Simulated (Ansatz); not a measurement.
A run for Ansatz (a program for electronic structure): R-CCSD(T)/aug-cc-pV(D+d)Z on HF (SMILES F). Files ending in .json are basis or fitting sets from the Basis Set Exchange.

Ansatz 0.2 input:
```yaml
crystal:
  periodic: [false, false, false]
  atoms:
    - {symbol: F, position_ang: [0.45494098, 0.38365637, 0.11229930]}
    - {symbol: H, position_ang: [0.33875157, -0.06119823, 0.92007403]}
basis:
  gaussian:
    orbitals: aug-cc-pV_D+d_Z.json
magnetization: {spin_polarized: false}
correlation: {method: ccsd_t, electrons: outside_noble_gas}
scf: {lower_state_search: off}
```

### Question
What total energy does the run end on?

### Answer
-100.2636 hartree (reference determinant -100.0328, T1 diagnostic 0.013).
